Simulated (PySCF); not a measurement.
Radiative rates from a computed spectrum

Species: C6H9Cl.
SMILES: `C=C(Cl)/C(C)=C/C`

Theory: TDDFT PBE0/def2-SVPD, vertical, gas phase, core orbitals frozen in the response in PySCF. The structure is a single GFN2-xTB conformer in the gas phase; no vibrational or solvent corrections. Torsions of this conformer, `[CH2:1]=[C:2]([Cl:3])/[C:4]([CH3:5])=[CH:6]/[CH3:7]`: C1–C2–C4–C5 -14°.

For one non-degenerate pair of states in vacuum, A = 0.6670 f ν̃² s⁻¹ with ν̃ in cm⁻¹, τ = 1/A, |μ|² = 3f / (2ΔE) in atomic units, and the integrated cross-section is ∫σ dE = 109.76 f Mb·eV.

These lifetimes count emission to the ground state at the vertical energy alone; relaxation of the geometry and all other decay channels are left out.

Energies and rates of the computed singlets with f of 0.002 or more:

| state | ν̃ (cm⁻¹) | A (s⁻¹) |
| --- | --- | --- |
| S1 | 43590 | 6.25×10⁸ |
| S2 | 47760 | 3.98×10⁷ |
| S3 | 50070 | 1.32×10⁷ |
| S4 | 50970 | 9.13×10⁶ |
| S5 | 51340 | 1.60×10⁷ |
| S6 | 56200 | 8.70×10⁶ |

Problem. Go back from the rates to the oscillator strengths and transition dipoles.

Solution. f = A / (0.6670 ν̃²), and |μ| follows from f:

| state | f | \|μ\| (D) | τ | main configurations (H = HOMO, L = LUMO) |
| --- | --- | --- | --- | --- |
| S1 | 0.493 | 4.90 | 1.6 ns | H→L (96%) |
| S2 | 0.026 | 1.08 | 25 ns | H-1→L (88%) |
| S3 | 0.0079 | 0.58 | 76 ns | H→L+1 (54%), H→L+2 (37%) |
| S4 | 0.0053 | 0.47 | 110 ns | H→L+2 (43%), H→L+1 (40%), H-2→L (11%) |
| S5 | 0.0091 | 0.61 | 63 ns | H-2→L (87%) |
| S6 | 0.0041 | 0.40 | 110 ns | H→L+3 (91%) |

Problem. How much energy does a mole of photons resonant with S1 carry?

Solution. 5.405 eV × 96.485 = 522 kJ/mol (125 kcal/mol).

Problem. What is the integrated cross-section of all computed states together?

Solution. Σf = 0.546 over S1 to S6, so 109.76 × Σf ≈ 59.9 Mb·eV.

Problem. By what factor does the largest A in the list exceed the smallest?

Solution. S1 has 72 times the rate of S6.

On Intel Xeon Platinum 8488C, one thread, shared host with 96 logical CPUs at a one-minute load of 7.5, this took 24 s wall and 0.87 GiB of memory at its peak.
